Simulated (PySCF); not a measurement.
# Shapes and spin states of Ta(OH)₂

These are results of PySCF, PBE0, basis Ta def2-SVP with ECP60, O def2-SVP, H def2-SVP (scalar-relativistic core potentials, no spin–orbit coupling, density fitting), not measurements.

Relaxations began from a few typed shapes and spin states; open shells are unrestricted. The search is not exhaustive: other isomers or separated fragments can lie lower, and high-lying points may rest on an excited occupation.

(1) Which is the lowest minimum found?
A. doublet (⟨S²⟩ 1.29) D∞h: O–H 0.956 Å (×2), Ta–O 1.880 Å (×2); H–O–Ta 180.0° (×2), O–Ta–O 180.0°
B. doublet (⟨S²⟩ 1.29) C2v: O–H 0.956 Å (×2), Ta–O 1.880 Å (×2); H–O–Ta 171.9° (×2), O–Ta–O 171.4°
C. quartet D∞h: O–H 0.955 Å (×2), Ta–O 1.897 Å (×2); H–O–Ta 180.0° (×2), O–Ta–O 180.0°

Answers

(1) C. The others lie at 13.0 (doublet D∞h), 13.0 (doublet C2v) kJ/mol above it.

For the lowest minimum: other spin states or occupations of the open shell can lie lower. Spin–orbit coupling, left out here, can matter for elements this heavy.

The electron or spin density has lower symmetry than the nuclear frame for the doublet (⟨S²⟩ 1.29) D∞h at 13.0 kJ/mol.
